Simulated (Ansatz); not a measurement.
Two structures of BHBrF₃, singlet, reached by relaxing down either side of one saddle point (PBE0-D4/def2-TZVP). Energies are electronic, without zero-point energy. Ansatz 0.2.0; basis: def2-TZVPP and def2-QZVPP; cores frozen in the correlated methods. Filled d shells of the heavier atoms are correlated. The def2 sets are not built for correlating such inner shells, so the correlated values are less sure here. Extrapolation: Hartree–Fock as exp(−7.88 √X), correlation as X^−2.97. First:

```xyz
6
angstrom
B -0.9286 0.1047 -0.5612
F -0.8210 1.2049 0.1508
F -1.5825 -0.9249 -0.0787
F -0.4435 0.0642 -1.7792
H 1.8851 0.3906 1.4907
Br 1.8903 -0.8395 0.7777
```

Second:

```csv
atom,x (Å),y (Å),z (Å)
B1,-0.2502,-0.6652,-0.5547
F2,-0.1606,1.5363,0.7862
F3,-1.3807,-0.9994,0.0087
F4,-0.2448,-0.0130,-1.6867
H5,0.6296,1.4238,1.2503
Br6,1.4066,-1.2825,0.1962
```

(1) Which bonds change from the first to the second?

(2) Give the saddle point's structure and its height above each. (Judge from chemistry; the value comes from the calculation.)

The T1 diagnostic stays at or below 0.011.

Results:

(1) BF₃ ([F][B]([F])[F]) + HBr → BBrF₂ ([F][B]([F])[Br]) + HF; bonds formed: B1–Br6, F2–H5; bonds broken: B1–F2, H5–Br6.

(2) The calculation gives: 32.76 kcal/mol above the first and 15.91 kcal/mol above the second (CCSD(T) at an estimated basis limit (MP2 extrapolated from triple and quadruple zeta, plus CCSD(T) − MP2 in triple zeta)).
B1  (-0.383, -0.155, -0.347)
F2  (-0.238, 1.119, 0.492)
F3  (-1.391, -0.883, 0.088)
F4  (-0.241, 0.116, -1.628)
H5  (0.732, 0.649, 0.868)
Br6  (1.521, -0.845, 0.527)
(Å)

Labels in which every atom is bracketed show which atoms are joined, not bond orders.

For scale, one of the runs: CCSD(T)/def2-TZVPP, 186 basis functions, launched by `ansatz run in.yaml --threads 4 --pin off --events-out ev --progress --plain --max-ram 9574MiB`. The run took 64 s on 4 CPU threads of an Arm Neoverse V2 (shared host), with 2.3 GiB of host memory at its peak.
